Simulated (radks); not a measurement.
Polarisability of the gallium ion Ga3+, [Ar] 3d10, at imaginary frequency. All-electron calculation, scalar-relativistic Kohn-Sham, LDA (Slater exchange, Perdew-Wang correlation), spin-polarised, spherical densities, finite nucleus; Fermi nuclear charge, rms radius 3.9973 fm. Program: a radial shooting solver on a logarithmic mesh with Libxc functionals. Response by self-consistent Sternheimer equations with the Hartree and adiabatic LDA kernel, the relativistic mass of each level held fixed and spin-orbit coupling left out.

w (hartree),alpha1(iw) (bohr^3),alpha2(iw) (bohr^5)
0.00266,1.491,3.170
0.0143,1.491,3.169
0.0360,1.490,3.164
0.0697,1.488,3.148
0.118,1.481,3.107
0.186,1.466,3.023
0.280,1.437,2.866
0.413,1.381,2.615
0.605,1.285,2.273
0.892,1.136,1.877
1.35,0.9339,1.465
2.12,0.6914,1.050
3.59,0.4319,0.6424
6.94,0.1988,0.2887
17.5,0.04969,0.06704

Static values: alpha1 = 1.491 bohr^3 (0.2210 angstrom^3; uncoupled 1.839), alpha2 = 3.170 bohr^5, alpha3 = 8.620 bohr^7. C6 = 3.351, C8 = 28.57, triple-dipole C9 = 3.354 atomic units. One-pole (London) frequency 4 C6 / (3 alpha1^2) = 2.009 hartree, against 1.942 for minus the highest occupied eigenvalue.
